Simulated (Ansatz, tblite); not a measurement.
Spin states of Al8Si2⁻, each relaxed with PBE-D4/def2-SVP in Ansatz. Electronic energies in the gas phase.

The xTB rows come from tblite. B3LYP takes the VWN-RPA correlation. The structure comes from a short search, and lower isomers may exist.

Doublet geometry:

```xyz
10

Al    2.3281   -0.7670   -0.6004
Al    0.5348   -2.0139    0.8340
Al    0.3545    0.7067    0.8320
Al    0.0251   -0.9518   -1.8143
Al   -1.1074   -0.9448    2.5855
Al    0.9736    1.4615   -1.9380
Al   -1.8799   -1.2832   -0.0816
Al   -1.5182    1.2236   -1.0751
Si    2.5429    1.6593   -0.0354
Si   -2.2536    0.9095    1.2933
```

Quartet geometry:

```xyz
10

Al   -2.1340   -0.5690   -1.2505
Al   -1.5060   -1.2595    1.2262
Al    0.5702   -0.7415   -0.5124
Al   -1.3958    1.3739    0.3071
Al    0.9402   -1.8480    1.9560
Al   -0.0934    1.3302   -2.1468
Al    0.2037    0.7409    2.2721
Al    1.3298    1.9360   -0.0137
Si   -0.3822   -0.9628   -2.9519
Si    2.4675   -0.0003    1.1139
```

⟨S²⟩: doublet 0.79 at PBE0-D4/def2-SVP (pure 0.75), quartet 3.82 at PBE0-D4/def2-SVP (pure 3.75).

Run but left out: HF/6-31G, HF/def2-SVPD, MP2/def2-SVPD (doublet: ⟨S²⟩ 2.64 to 2.73, where a pure state has 0.75).

Only these spin states were relaxed. The quartet has other bonds than the doublet, so the gap mixes isomer and spin.

**Question.** Estimate which spin state lies lowest at each of these levels, and by how much: GFN2-xTB; PBE-D4/def2-SVP; revPBE-D4/def2-SVP; r2SCAN-D4/def2-SVP; r2SCANh-D4/def2-SVP; B3LYP-D4/6-31G; PBE0-D4/def2-SVP.

**Answer.** 
```
              level  quartet − doublet (kcal/mol)  lowest of these
           GFN2-xTB                           7.4          doublet
    PBE-D4/def2-SVP                          15.5          doublet
 revPBE-D4/def2-SVP                          15.0          doublet
 r2SCAN-D4/def2-SVP                          12.9          doublet
r2SCANh-D4/def2-SVP                          12.2          doublet
     B3LYP-D4/6-31G                          15.8          doublet
   PBE0-D4/def2-SVP                          13.8          doublet
```

Change of the quartet − doublet gap on mixing in exact exchange, in kcal/mol: PBE to PBE0 (25 % exact exchange) -1.7; r2SCAN to r2SCANh (10 % exact exchange) -0.7. The xTB methods have no spin-polarisation term.
